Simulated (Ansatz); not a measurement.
`C=NC[SiH2]C` + `C1=NC1` → `C[SiH2]C1C=N1` + `C=NC`  (formal exchange of groups at the Si–C bond)

Calculated with Ansatz (gas phase, PBE0-D4/def2-TZVP geometries, no zero-point term in ΔE). CCSD(T)/CBS is the MP2 limit (def2-TZVPP, def2-QZVPP) plus CCSD(T) − MP2 in def2-TZVPP, frozen cores. DFT in def2-TZVPP. B3LYP here is the variant with VWN-RPA as its local correlation; programs differ in this. Each species was taken in one conformer, which may not be the lowest.

(1) Is it downhill or uphill in electronic energy at CCSD(T)/CBS, and by how much? (An estimate is asked.)

(2) What do these levels give: B3LYP-D4, r2SCANh-D4, PBE0, RPA@PBE/def2-TZVPP, HF/def2-SVP, HF/CBS(def2)? (Best estimate.)

Largest T1 diagnostic among the species: 0.012.

Results:

(1) Ansatz gave: Nearly level: ΔE = -0.1 kcal/mol.

(2) Computed: B3LYP-D4 0.3, r2SCANh-D4 0.4, PBE0 0.4, RPA@PBE/def2-TZVPP -0.1, HF/def2-SVP 0.4, HF/CBS(def2) 0.0 kcal/mol.

Leaving LDA and LC-ωPBE aside and taking each functional with its dispersion term where it has one, the values, not all of them listed here, spread over 0.8 kcal/mol, from B2PLYP to PBE0-D4. LDA lies +0.9 kcal/mol from PBE without D4.
